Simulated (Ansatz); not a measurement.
SnAu2. The state is a quintet with charge 0. Geometry B3LYP-D4/def2-TZVP; atoms count from 1.

```csv
atom,x (Å),y (Å),z (Å)
Au1,0.5056,0.9657,2.4698
Au2,-0.4962,-0.9656,-2.4718
Sn3,-0.0094,-0.0001,0.0020
```

In the def2 sets Au, Sn take a core potential; there is no spin–orbit coupling. At PBE0-D4/def2-TZVP a singlet of charge 0 lies 3.77 eV below the quintet, each at its own geometry. The structure comes from a short search, and lower isomers may exist.

**Question.** Estimate the Mulliken populations from the PBE0/def2-TZVP orbitals of Ansatz.

**Answer.** 
```csv
atom,charge (e),spin (α − β),d electrons
Au1,0.14,0.95,9.82
Au2,0.14,0.95,9.82
Sn3,-0.29,2.10,–
```
Mulliken values and Mayer orders depend strongly on the basis.

**Question.** Where does the spin sit?

**Answer.** Summed by element: Au 1.90, Sn 2.10, of 4 unpaired in all. Largest on single atoms: Sn3 2.10, Au1 0.95, Au2 0.95.

**Question.** And the Mayer bond orders between bonded heavy atoms (over 0.3)?

**Answer.** Au1–Sn3 0.72 (2.70 Å); Au2–Sn3 0.72 (2.70 Å).
